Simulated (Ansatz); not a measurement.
A run for Ansatz (a quantum-chemistry and plane-wave program): R-CCSD(T)/cc-pV(T+d)Z on CH4 (SMILES C). The basis file is the Basis Set Exchange's JSON of that set.

Ansatz 0.2 input:
```yaml
crystal:
  periodic: [false, false, false]
  atoms:
    - {symbol: C, position_ang: [-0.00000087, -0.00000019, -0.00000072]}
    - {symbol: H, position_ang: [-0.71147049, -0.28402171, -0.77428835]}
    - {symbol: H, position_ang: [0.11589785, 1.08300416, 0.00698060]}
    - {symbol: H, position_ang: [-0.36736806, -0.33208942, 0.97012181]}
    - {symbol: H, position_ang: [0.96294157, -0.46689284, -0.20281334]}
basis:
  gaussian:
    orbitals: cc-pV_T+d_Z.json
magnetization: {spin_polarized: false}
correlation: {method: ccsd_t, electrons: outside_noble_gas}
scf: {lower_state_search: off}
```

Program output:

```
WARN ansatz: RAYON_NUM_THREADS=4 ignored (pool sized by the plan → 4); use --threads N
Functional definition: HF
these checks for a lower state are left out or cut short: stability, starts, cluster_reference, orbital_swaps, neighbouring_geometries, increment
integrals: 0.07 GiB planned
464 factors; integrals over basis functions are off by at most 8.8e-4 eV
mean field: 0.09 GiB planned
mean field evaluation 1: about -1093.1140 eV, gradient 2.2e1 eV
mean field evaluation 2: about -1093.1125 eV, gradient 2.2e1 eV
mean field evaluation 4: about -1094.2497 eV, gradient 1.5e0 eV
mean field evaluation 8: about -1094.2605 eV, gradient 1.7e-4 eV
mean field -1094.26051202 eV, -40.2133321002 hartree, gradient 1.7e-6 eV, S^2 0.000000; 0 other end points of the search recorded, 0 dependent functions left out
1 core orbitals not correlated
reference -1094.26051202 eV, -40.2133321002 hartree; 4, 4 occupied and 81, 81 virtual orbitals, 464 factors
second order -5.39590019 eV of doubles, -0.00000000 eV of singles
coupled cluster: 0.18 GiB planned
cycle   1  -5.78480065 eV  change   -3.9e-1 eV  update   4.2e-2
cycle   2  -5.92928316 eV  change   -1.4e-1 eV  update   1.2e-2
cycle   3  -5.94532381 eV  change   -1.6e-2 eV  update   3.6e-3
cycle   4  -5.94513541 eV  change    1.9e-4 eV  update   8.0e-4
cycle   5  -5.94524589 eV  change   -1.1e-4 eV  update   1.7e-4
cycle   6  -5.94525081 eV  change   -4.9e-6 eV  update   3.4e-5
cycle   7  -5.94526501 eV  change   -1.4e-5 eV  update   7.5e-6
cycle   8  -5.94526502 eV  change   -3.9e-9 eV  update   1.3e-6
perturbative correction -0.17097504 eV, -0.0062832167 hartree
Total energy: -1100.37675207 eV, -40.4380997764 hartree
Checks for a lower state left out: stability, starts, cluster_reference, orbital_swaps, neighbouring_geometries, increment
```

Self-consistency was reached.

Cost: roughly 0.9 core-seconds.
